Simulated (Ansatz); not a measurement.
A run for Ansatz (an electronic-structure program): U-CAM-B3LYP/def2-TZVPP on H (SMILES [H]).

Ansatz 0.2 input:
```yaml
crystal:
  periodic: [false, false, false]
  atoms:
    - {symbol: H, position_ang: [0.00000000, 0.00000000, 0.00000000]}
basis:
  gaussian:
    orbitals: def2-TZVPP
hamiltonian:
  xc: {name: CAM-B3LYP}
magnetization: {spin_polarized: true, initial_magnetization: 1}
```

Program output:

```
WARN ansatz: RAYON_NUM_THREADS=4 ignored (pool sized by the plan → 4); use --threads N
Functional definition: CAM-B3LYP
integrals: 0.00 GiB planned
59 factors; their error is unknown
integrals: 0.04 GiB planned
21 factors; integrals over basis functions are off by at most 8.0e-5 eV
mean field: 0.04 GiB planned
mean field evaluation 1: about -13.5650 eV, gradient 7.4e-1 eV
mean field evaluation 2: about -13.5731 eV, gradient 1.3e-1 eV
mean field evaluation 4: about -13.5734 eV, gradient 6.8e-3 eV
mean field evaluation 8: about -13.5733 eV, gradient 1.6e-5 eV
mean field -13.57328253 eV, -0.4988089326 hartree, gradient 1.6e-5 eV, S^2 0.750000; 0 other end points of the search recorded, 0 dependent functions left out
reference -13.57333621 eV, -0.4988109053 hartree; 1, 0 occupied and 13, 14 virtual orbitals, 59 factors
Total energy: -13.57333621 eV, -0.4988109053 hartree
```

The calculation finished and met its thresholds.

Cost: around 0.19 core-seconds (rough).
